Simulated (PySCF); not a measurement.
CH2NS, SMILES N[C]=S, multiplicity 2. Atoms are numbered in the order given.

```xyz
5

N     -0.1209    -1.5962     0.0000
C      0.4289    -0.4037     0.0000
S     -0.0657     1.1094     0.0000
H     -1.1287    -1.7294     0.0000
H      0.4526    -2.4246     0.0000
```
Charge 0, spin multiplicity 2.

Geometry optimised at r2SCAN-D4/def2-TZVP. The isomer is the one that the SMILES or the coordinates give; other isomers of the formula were not compared. One conformer was computed; it need not be the lowest.

These are PySCF with CAM-B3LYP/def2-TZVPD values and carry that method's errors.

Mulliken values depend strongly on the basis, most of all with diffuse functions as here. Atomic charges (e):

| atom | Mulliken | meta-Löwdin | Mulliken spin |
|---|---|---|---|
| N1 | -0.30 | [?] | -0.03 |
| C2 | 0.17 | [?] | 0.57 |
| S3 | -0.29 | [?] | 0.40 |
| H4 | 0.20 | [?] | 0.06 |
| H5 | 0.23 | [?] | 0.00 |

Question: Fill in the missing entries. (Estimate from the structure and the level; the computed values follow.)

Answer: 
- N1, meta-Löwdin: -0.34
- C2, meta-Löwdin: -0.11
- S3, meta-Löwdin: -0.06
- H4, meta-Löwdin: 0.24
- H5, meta-Löwdin: 0.26
